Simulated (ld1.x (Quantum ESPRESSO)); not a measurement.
What one change does to a pseudopotential (Cr, TM)

```json
{
 "Element": "Cr",
 "Generator": "ld1.x (Quantum ESPRESSO) 7.5",
 "Type": "norm-conserving Troullier–Martins (Kleinman–Bylander form)",
 "Functional": "LDA (PZ)",
 "Relativity": "scalar-relativistic",
 "Frozen core": "[Ar]",
 "Valence charge": "6",
 "Reference configuration": "3d5 4s0 4p1",
 "Partial waves": "4s (bound, empty): rc 2.75 bohr; 4p (bound): rc 2.70 bohr; 3d (bound): rc 1.65 bohr",
 "Local potential": "all-electron potential smoothed inside 2.40 bohr (lloc = -1)",
 "Core correction": "none"
}
```

All-electron outer shells of the reference configuration (LDA (PZ), scalar-relativistic, ld1.x):

```json
{"shell": "3s", "level (eV)": "-74.96", "outermost node (bohr)": "0.36", "outermost maximum (bohr)": "0.78"}
{"shell": "3p", "level (eV)": "-46.76", "outermost node (bohr)": "0.33", "outermost maximum (bohr)": "0.80"}
{"shell": "4s", "level (eV)": "-5.16", "outermost node (bohr)": "1.12", "outermost maximum (bohr)": "2.68"}
{"shell": "3d", "level (eV)": "-4.49", "outermost node (bohr)": "–", "outermost maximum (bohr)": "0.84"}
{"shell": "4p", "level (eV)": "-1.85", "outermost node (bohr)": "1.24", "outermost maximum (bohr)": "3.70"}
```

Change: local potential all-electron potential smoothed inside 1.10 bohr (lloc = -1).

Cutoffs: the cutoffs (Ry, on a coarse ladder) from which the occupation-weighted sum of valence levels, in a spherical-Bessel basis at the reference potential, stays within 10 and 1 mRy of its value at 400 Ry; they do not see the model core or the augmentation charge, which bear on the density cutoff. Errors are all-electron minus pseudo energies relative to the spin-unpolarised reference configuration.

**Question.** What does the change do?

**Answer.** The potential gets neither clearly harder nor softer (90 Ry and 100 Ry → 90 Ry and 100 Ry); a bound ghost appears in p, s, which as a rule spoils a file; the number of tests that count goes from 9 to 8; of the 8 tests that both files solve, the error grows in 0 and shrinks in 5 by more than 15 % and 0.3 meV (median size 64.4 → 43.7 meV); the range in which the p phases agree widens (upper end 1.4 → 3.3). In the separable form a ghost depends on how the local part lies against the semilocal potential of the channel, so the choice of the local part can create or remove one.

```tsv
quantity	base	changed
cutoff, loose	90 Ry	90 Ry
cutoff, tight	100 Ry	100 Ry
bound ghosts	none	s, p
tests counted (converged, no solver errors)	9 of 9	8 of 9
error for 3d5 4s1 4p0, meV [ΔE -3.20 eV]	+3.0	+3.0
error for 3d5 4s0 4p0, meV [ΔE 3.94 eV]	-3.4	-3.3
error for 3d4 4s0 4p0, meV [ΔE 20.28 eV]	-34	+7.0
error for 3d3 4s0 4p0, meV [ΔE 51.31 eV]	-408	-213
error for 3d5.5 4s0.5 4p0, meV [ΔE -2.49 eV]	-6.1	-2.4
error for 3d2 4s0 4p0, meV [ΔE 99.93 eV]	-1129	-758
error for 3d4 4s2 4p0, meV [ΔE -3.26 eV]	-95	-80
error for 3d5 4s1 4p0 (spin-polarised), meV [ΔE -8.12 eV]	+5888	+5891
s: phases at 3.01 bohr within 0.05 rad from the reference energy up to (Ry; the scan ends near 5)	0.8	1.6
p: phases at 3.01 bohr within 0.05 rad from the reference energy up to (Ry; the scan ends near 5)	1.4	3.3
d: phases at 3.01 bohr within 0.05 rad from the reference energy up to (Ry; the scan ends near 5)	0.7	1.2
```

Base: These tests converged, but a pseudo level misses the all-electron one widely, so the file describes the atom poorly there or has found another state: 3d2 4s0 4p0: empty 4s by 5.1 eV (a node warning on the way). Changed file: Tests not counted: 3d5 4s0 4p1 (spin-polarised) (solver errors, printed error +3.9 eV). These tests converged, but a pseudo level misses the all-electron one widely, so the file describes the atom poorly there or has found another state: 3d3 4s0 4p0: empty 4s by 4.5 eV (a node warning on the way). A true bound ghost makes a file unfit for plane-wave use even where its test errors are small: the radial tests pick states by their node count and pass the ghost by. Where a test does run into it, the solver fails or the error is huge.
